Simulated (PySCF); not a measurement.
GaH2Br, SMILES [GaH2][Br].

Geometry optimised at B3LYP-D3(BJ)/def2-TZVP.

Level of theory: PySCF with HF/def2-TZVPD.

Computed frontier levels, gap, dipole moment and polarisability:
```yaml
highest_occupied_level: -10.95 eV
lowest_empty_level: 0.70 eV
orbital_gap: 11.65 eV
dipole_moment: 2.24 D
quadrupole, principal values (traceless, Buckingham form, about the centre of nuclear charge): -3.67, -0.67, 4.34 D·Å
mean_static_polarisability: 49.0 bohr³ (7.26 Å³)
polarisability_principal_values: 39.7, 47.2, 60.0 bohr³
```
